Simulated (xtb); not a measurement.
FGaH3N, SMILES [NH2][GaH][F]. All values are semi-empirical tight-binding results from xtb (GFN2-xTB unless named), good for trends rather than for accurate numbers. Geometry optimised at GFN2-xTB. The values are those of a single conformer.

Optimised geometry:

```xyz
6

Ga    -0.2006    -0.1189    -0.2376
H     -1.1659    -0.5461    -1.3284
F      0.0716     1.5968    -0.1479
N      0.6448    -1.0666     1.0638
H      1.4131    -0.6100     1.5459
H      0.8122    -2.0634     1.0317
```

For metal compounds this method's bond lengths and energies can be far off.

Task: Estimate the properties. (An estimate is asked for; the answer gives what the named calculation found.)

Result: 
```json
{
 "orbital_gap": "4.23 eV",
 "zero_point_energy": "18.8 kcal/mol",
 "G − E(el) at 298.15 K (modified RRHO)": "1.0 kcal/mol"
}
```

Task: Give the atomic charges and the Wiberg bond orders between heavy atoms. (An estimate is asked for; the answer gives what the named calculation found.)

Result: charges (e) Ga1 0.18, H2 0.04, F3 -0.27, N4 -0.35, H5 0.21, H6 0.19. Bond orders Ga1–F3 1.16, Ga1–N4 1.24.
